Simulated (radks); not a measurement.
Results of a calculation; reference values are marked as such.
Question: All-electron atom: Ni IV in [Ar] 3d7. Code: a radial shooting solver on a logarithmic mesh with Libxc functionals. Model: scalar-relativistic Kohn-Sham, PBE, spin-polarised, spherical densities, point nucleus; open shells are filled with parallel spins first. Some entries of the table are withheld. Estimate them.

orbital,occ.,eigenvalue (eV),<r> (bohr)
1s down,1,-8252.229,0.05409
1s up,1,-8252.223,0.05409
2s up,1,-1022.796,0.2451
2s down,1,-1020.979,0.2448
2p up,3,-885.4151,0.2155
2p down,3,-884.0492,0.2151
3s up,1,-152.1196,0.7346
3s down,1,-148.4378,0.7368
3p up,3,-112.2183,0.7678
3p down,3,-108.6052,0.7716
3d up,5,(1),0.8877
3d down,2,(2),0.9091
4s up,0,-33.9434,(3)
4s down,0,-32.8332,(4)
4p up,0,-25.8168,2.426
4p down,0,-24.9327,2.473

Answer: 
(1) 3d up eigenvalue (eV): -48.5131
(2) 3d down eigenvalue (eV): -45.0831
(3) 4s up <r> (bohr): 2.110
(4) 4s down <r> (bohr): 2.145
